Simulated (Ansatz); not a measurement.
One change: `[NH2][W](=[O])(=[S])[Cl]` becomes `[CH3][W](=[O])(=[S])[Cl]`.

Ansatz, PBE0-D4/def2-TZVP geometries, multiplicity 1. Each molecule was computed in one conformer, which needn't be the lowest.

Elements past krypton have def2 core potentials.

| property | `[NH2][W](=[O])(=[S])[Cl]` |
| --- | --- |
| HOMO–LUMO gap (B3LYP/def2-TZVPP) / eV | 4.80 |
| LUMO energy (ωB97M-V/def2-TZVPP) / eV | -0.50 |
| zero-point energy (PBE0-D4/def2-TZVP) / kJ/mol | 84.5 |
| HOMO energy (ωB97M-V/def2-TZVPP) / eV | -9.86 |
| size of the dipole moment (PBE/def2-TZVPP) / D | 3.83 |
| HOMO energy (PBE/def2-TZVPP) / eV | -6.52 |

(1) Give the same properties after the change, and the shifts. (Best estimate.)

## Answers

(1) Computed: 
| property | `[CH3][W](=[O])(=[S])[Cl]` | shift |
| --- | --- | --- |
| HOMO–LUMO gap (B3LYP/def2-TZVPP) / eV | 4.31 | -0.49 |
| LUMO energy (ωB97M-V/def2-TZVPP) / eV | -1.12 | -0.62 |
| zero-point energy (PBE0-D4/def2-TZVP) / kJ/mol | 109.8 | 25.3 |
| HOMO energy (ωB97M-V/def2-TZVPP) / eV | -10.00 | -0.14 |
| size of the dipole moment (PBE/def2-TZVPP) / D | 2.46 | -1.37 |
| HOMO energy (PBE/def2-TZVPP) / eV | -6.68 | -0.16 |

With PBE0 the HOMO falls by 0.15 eV and the LUMO falls by 0.62 eV, so the gap narrows by about 0.47 eV. PBE moves the HOMO by -0.16 eV and ωB97M-V by -0.14 eV. The zero-point energy changes by 25.3 kJ/mol with +3 modes. Dipoles are sizes alone; their direction can turn.

B3LYP here is the variant with VWN-RPA as its local correlation; programs differ in this.
